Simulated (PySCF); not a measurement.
# Ge⁺: excitation energy

Ge⁺ [Ar] 3d10 4s2 4p1 (2P) → Ge⁺ [Ar] 3d10 4s2 5s1 (2S), as a difference of total energies. Calculation: PySCF 2.14, in aug-cc-pVTZ-PP with ECP10MDF (6s5p4d2f, 55 functions); a scalar-relativistic core potential. Correlated levels: valence: 3s2 3p6 3d10 frozen. The calculations carry no spin-orbit coupling.

```csv
method,excitation energy (eV)
UHF,7.423
LDA,7.400
PBE,7.312
PBE0,7.444
r2SCAN,7.718
M06,7.339
MN15,7.479
B2PLYP,7.463
PBEsol,7.349
MP2 (valence),7.442
SCS-MP2 (valence),7.459
```

Errors of the correlated levels include the incompleteness of this basis and the frozen core.

For comparison: 7.591 eV (measured; NIST levels, between the centres of gravity of the two terms).
